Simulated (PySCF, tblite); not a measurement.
Isomers of C5H8Cl2, one GFN2-xTB conformer each. Single-point energies are computed at PBE0/pcSseg-1 (PySCF, gas phase, no added dispersion term), electronic only.

Question: Rank them by PBE0/pcSseg-1 energy, lowest first (kJ/mol).
A. `[CH3:1]/[C:2](=[CH:3]/[CH2:4][Cl:5])[CH2:6][Cl:7]` with C2–C3–C4–Cl5 80°, C1–C2–C6–Cl7 -96°
B. `[CH3:1][C@@:2]1([Cl:3])[CH2:4][C@H:5]1[CH2:6][Cl:7]` with C4–C5–C6–Cl7 145°

Answer: A (0.0), B (7.9).

As drawn, the lower has a C=C bond outside aromatic rings, which the higher lacks; the higher has a three-membered ring, which the lower lacks. Neighbours under 10 kJ/mol apart (C/C(=C/CCl)CCl and C[C@@]1(Cl)C[C@H]1CCl) can change places with a better method, another conformer or zero-point energy. GFN2-xTB itself gives, in the same order: 14.9, 0.0. GFN2-xTB puts C[C@@]1(Cl)C[C@H]1CCl lowest instead.

Which frontier levels, dipoles and rotational constants go with these structures?

```csv
SMILES,"HOMO (eV, PBE0/pcSseg-1)",LUMO (eV),dipole (D),"A, B, C (MHz)"
C/C(=C/CCl)CCl,-7.49,-1.08,1.93,"2327, 1028, 820.0"
C[C@@]1(Cl)C[C@H]1CCl,-7.82,0.58,2.88,"2918, 1025, 950.1"
```

What happens when harmonic zero-point energies from GFN2-xTB frequencies are added?

```tsv
SMILES	ZPE (kJ/mol)	electronic (kJ/mol)	with ZPE (kJ/mol)
C/C(=C/CCl)CCl	304.7	0.0	0.0
C[C@@]1(Cl)C[C@H]1CCl	307.0	7.9	10.2
```

The zero-point energies span 2.3 kJ/mol. The order is unchanged.
